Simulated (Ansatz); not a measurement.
The multiplicity is imposed and other spin states were not computed.

All values below come from Ansatz (an electronic-structure program) with r2SCAN-D4/def2-SVP. No frequencies were computed at this level.

Ansatz 0.2 input:
```yaml
crystal:
  periodic: [false, false, false]
  atoms:
    - { symbol: Zn, position_ang: [0.001368, 0.000273, 0.000305] }
    - { symbol: Cl, position_ang: [2.02646, 0.403999, 0.451161] }
    - { symbol: Br, position_ang: [-2.195116, -0.437621, -0.488712] }
basis:
  gaussian: { orbitals: def2-svp }
hamiltonian:
  xc: r2scan
  dispersion: d4
relax:
  max_steps: 150
```

Output:

```
Functional definition: r2SCAN
898 factors; their error is unknown
mean field evaluation 1: about -130968.8015 eV, gradient 3.7e1 eV
mean field evaluation 2: about -130963.9249 eV, gradient 6.3e1 eV
mean field evaluation 4: about -130971.1989 eV, gradient 1.1e0 eV
mean field evaluation 8: about -130971.1103 eV, gradient 1.4e-2 eV
mean field -130971.11027674 eV, -4813.0995272632 hartree, gradient 2.6e-5 eV, S^2 0.000000; 0 other end points of the search recorded, 0 dependent functions left out
reference -130971.11029031 eV, -4813.0995277619 hartree; 41, 41 occupied and 40, 40 virtual orbitals, 898 factors
relax step   1: F+E_penalty+E_count = -130971.12523150 eV  Δ(F+E_penalty+E_count) = +0.000e0 eV  max|allowed force component| = 8.899e-1 eV/Å  Δτ_max = 0.0000 Å  (27 SCF iters, accepted)
these checks for a lower state are left out or cut short: starts, cluster_reference, orbital_swaps, neighbouring_geometries, increment
898 factors; their error is unknown
mean field evaluation 16: about -130971.2344 eV, gradient 2.7e0 eV
mean field -130971.15059891 eV, -4813.1010090756 hartree, gradient 6.7e-5 eV, S^2 0.000000; 0 other end points of the search recorded, 0 dependent functions left out
reference -130971.15061266 eV, -4813.1010095809 hartree; 41, 41 occupied and 40, 40 virtual orbitals, 898 factors
relax step   2: F+E_penalty+E_count = -130971.16574503 eV  Δ(F+E_penalty+E_count) = -4.051e-2 eV  max|allowed force component| = 1.094e-1 eV/Å  Δτ_max = 0.0512 Å  (27 SCF iters, accepted)
these checks for a lower state are left out or cut short: starts, cluster_reference, orbital_swaps, neighbouring_geometries, increment
898 factors; their error is unknown
mean field -130971.15117155 eV, -4813.1010301196 hartree, gradient 6.5e-5 eV, S^2 0.000000; 0 other end points of the search recorded, 0 dependent functions left out
reference -130971.15118532 eV, -4813.1010306259 hartree; 41, 41 occupied and 40, 40 virtual orbitals, 898 factors
relax step   3: F+E_penalty+E_count = -130971.16634592 eV  Δ(F+E_penalty+E_count) = -6.009e-4 eV  max|allowed force component| = 8.572e-3 eV/Å  Δτ_max = 0.0072 Å  (27 SCF iters, accepted)
898 factors; their error is unknown
mean field evaluation 32: about -130971.2249 eV, gradient 2.9e0 eV
mean field -130971.15117155 eV, -4813.1010301196 hartree, gradient 6.5e-5 eV, S^2 0.000000; 1 other end points of the search recorded, 0 dependent functions left out
reference -130971.15118532 eV, -4813.1010306259 hartree; 41, 41 occupied and 40, 40 virtual orbitals, 898 factors
Total energy: -130971.16635969 eV, -4813.1015882737 hartree
Atom 0 at    -0.016316    -0.003253    -0.003632 Å, force     0.007856     0.001566     0.001749 eV/Å
Atom 1 at     1.988211     0.396374     0.442645 Å, force     0.000716     0.000143     0.000159 eV/Å
Atom 2 at    -2.139183    -0.426470    -0.476259 Å, force    -0.008572    -0.001709    -0.001908 eV/Å
Dipole moment:    -0.055476    -0.011060    -0.012351 e Å
```

Cost: around 15 core-seconds (rough).
